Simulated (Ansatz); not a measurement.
```yaml
crystal:
  periodic: [false, false, false]
  atoms:
    - {symbol: O, position_ang: [2.876977, 0.945437, -1.018107]}
    - {symbol: S, position_ang: [2.470066, -0.093855, -0.012910]}
    - {symbol: O, position_ang: [2.920785, -1.468728, -0.350653]}
    - {symbol: O, position_ang: [2.867117, 0.357168, 1.363657]}
    - {symbol: C, position_ang: [0.658641, -0.087712, -0.018833]}
    - {symbol: C, position_ang: [-0.127893, -1.216805, -0.300194]}
    - {symbol: F, position_ang: [0.392657, -2.401192, -0.589877]}
    - {symbol: C, position_ang: [-1.536763, -1.119234, -0.281884]}
    - {symbol: F, position_ang: [-2.277706, -2.189687, -0.548374]}
    - {symbol: C, position_ang: [-2.161878, 0.103879, 0.016749]}
    - {symbol: F, position_ang: [-3.486756, 0.185069, 0.030996]}
    - {symbol: C, position_ang: [-1.383263, 1.238531, 0.299348]}
    - {symbol: F, position_ang: [-1.969059, 2.397592, 0.582526]}
    - {symbol: C, position_ang: [0.019159, 1.133358, 0.279124]}
    - {symbol: F, position_ang: [0.737907, 2.216187, 0.548432]}
basis:
  gaussian: {orbitals: def2-TZVPD, initial_orbitals: start.molden}
magnetization: {spin_polarized: true, initial_magnetization: 1}
hamiltonian: {xc: pbe0, dispersion: d4}
scf: {omitted_lower_state_checks: [starts]}
output: {orbitals: {seedname: orbitals}}
```

The file start.molden holds the orbitals of an earlier run on this structure, at another level or in another basis.

```sh
$ ansatz run in.yaml --threads 4 --pin off --events-out ev --progress --plain --max-ram 6963MiB
```

(1) Does this run fit into the memory that it is given?

Results:

(1) No. It has 588 basis functions, and Ansatz plans for 12 GiB where 7 GiB are given.
